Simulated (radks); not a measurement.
Q: Numerical settings for neutral boron, [He] 2s2 2p1. Calculated with a radial shooting solver on a logarithmic mesh with Libxc functionals: Dirac Kohn-Sham, PBE, spin-unpolarised, spherical densities, finite nucleus; open shells fill j = l - 1/2 first; Fermi nuclear charge, rms radius 2.406 fm. The defaults (mesh step 0.008 in ln r, mesh end at 40 bohr or more with all orbitals vanishing there, Anderson mixing 0.5 over 9 steps, residual threshold near 1e-9 with the energy settled to 1e-9 hartree or 1e-11 of itself, here a cap of 97 iterations) give E = -24.6033 hartree and 2p1/2 at -3.608 eV in 13 iterations. Run on one thread of a shared host, so times are rough (Arm Neoverse V1): 0.04 s of CPU time, 0.04 s wall, 13 iterations on 2208 mesh points. One setting is changed at a time: mesh step in ln r 0.012; mesh step in ln r 0.08; mesh step in ln r 0.03; mesh end (bohr) 5; mesh end (bohr) 12; residual threshold 1e-13; residual threshold 0.1; mixing 2.5; linear mixing, mixing 0.05; linear mixing, mixing 0.2; mixing history 20; iteration cap 5. Which runs fail to converge, and which converge to a wrong energy?

A: Not converged within the cap: residual threshold 1e-13; linear mixing, mixing 0.05; iteration cap 5. Settings that end as converged yet miss the energy by more than 1 mhartree: mesh end (bohr) 5 (+0.0375 hartree).
